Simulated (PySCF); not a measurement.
Cs (caesium, neutral) across methods

[Xe] 6p1, 2P determinant (an excited configuration). Calculation: PySCF 2.14, in aug-cc-pVDZ-X2C; scalar relativity by spin-free X2C-1e.

| method | E (hartree) | mean ε 5p α (eV) | mean ε 5p β (eV) | mean ε 6p α (eV) | Σ⟨r²⟩ (bohr²) | ⟨S²⟩ |
| --- | --- | --- | --- | --- | --- | --- |
| LDA | -7779.21 | -15.098 | -15.077 | -1.492 | 114.5 | 0.750 |
| PBE0 | -7785.74 | -16.413 | -16.386 | -1.789 | 116.5 | 0.750 |
| MN15 | -7791.26 | -17.735 | -17.688 | -1.326 | 161.7 | 0.750 |
| r2SCAN | -7786.08 | -15.315 | -15.313 | -1.472 | 115.9 | 0.750 |
| wB97M-V | -7785.57 | -18.848 | -18.810 | -1.985 | 132.1 | 0.750 |
| wB97X | -7786.37 | -18.897 | -18.895 | -2.389 | 125.3 | 0.750 |
| PBE | -7785.65 | -14.905 | -14.880 | -1.529 | 114.7 | 0.750 |
| UHF | -7783.06057 | -19.785 | -19.752 | -2.297 | 128.7 | 0.750 |

**Question.** Estimate the same row for BHandHLYP.

**Answer.** E (hartree) = -7786.09; mean ε 5p α (eV) = -17.672; mean ε 5p β (eV) = -17.654; mean ε 6p α (eV) = -1.881; Σ⟨r²⟩ (bohr²) = 119.7; ⟨S²⟩ = 0.750.

Spin-orbit coupling, absent here, splits the open shell strongly.
